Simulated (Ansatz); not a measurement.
System: chloro(ethenylsilyl)silane, C₂H₇ClSi₂ (charge 0, singlet). SMILES: C=C[SiH2][SiH2]Cl
Geometry from a B3LYP-D3(BJ)/def2-TZVP (Ansatz, a program for electronic structure) optimisation:
```xyz
12

C     -3.1280     0.4618    -0.0070
C     -1.9262     0.3177    -0.5623
Si    -0.8021    -1.1309    -0.2418
Si     1.1438    -0.3708     0.8236
Cl     1.9558     1.1354    -0.3658
H     -3.5450    -0.2844     0.6609
H     -3.7496     1.3307    -0.1961
H     -1.5643     1.1043    -1.2200
H     -1.4954    -2.1191     0.6227
H     -0.3944    -1.7872    -1.5089
H      0.8621     0.2210     2.1512
H      2.1781    -1.4193     0.9788
```
Charge 0, spin multiplicity 1.

Wanted: atomisation energy, in kcal/mol. Set-up: valence correlation only; dispersion terms only where a functional's name holds one; 6-31G* and kin with 6d, 5d where marked; atomisation electronic, to ground-state atoms; no spin-orbit coupling; non-relativistic; UHF or UKS for open shells. CBS(X,Y): correlation extrapolated as X^-3; Hartree-Fock from the larger set. Ab initio and DFT rows: single points at B3LYP-D3(BJ) geometries (Ansatz).

| species | coefficient | E at B3LYP/6-31G* (Ansatz), Eh | E at wB97M-V/def2-TZVPD (Ansatz), Eh |
|---|---|---|---|
| C=C[SiH2][SiH2]Cl | -1 | -1119.63028 | -1119.57571 |
| C atom | +2 | -37.84628 | -37.84643 |
| Cl atom | +1 | -460.13624 | -460.12609 |
| H atom | +7 | -0.50027 | -0.49411 |
| Si atom | +2 | -289.37173 | -289.35271 |

Coupled cluster (Ansatz) is a level with limits of its own, used here on species with T1 under 0.025 (0.045 for open shells) and stable references: CCSD(T)/CBS(aug-cc-pV(T+d)Z,aug-cc-pV(Q+d)Z). Value to compare with, CCSD(T)/CBS(aug-cc-pV(T+d)Z,aug-cc-pV(Q+d)Z) (Ansatz): 1000.6 kcal/mol. 1 Eh = 627.5095 kcal/mol.

Task: Work the quantity out at each level, and compare with CCSD(T)/CBS(aug-cc-pV(T+d)Z,aug-cc-pV(Q+d)Z) (Ansatz).

Result: 
- B3LYP/6-31G*: the sum of coefficient times E is 1.55613 Eh, or 976.49 kcal/mol. Result: 976.5 kcal/mol. Its difference against CCSD(T)/CBS(aug-cc-pV(T+d)Z,aug-cc-pV(Q+d)Z) (Ansatz) is -24.1 kcal/mol.
- wB97M-V/def2-TZVPD: the sum of coefficient times E is 1.59257 Eh, or 999.35 kcal/mol. Result: 999.4 kcal/mol. Its difference against CCSD(T)/CBS(aug-cc-pV(T+d)Z,aug-cc-pV(Q+d)Z) (Ansatz) is -1.2 kcal/mol.
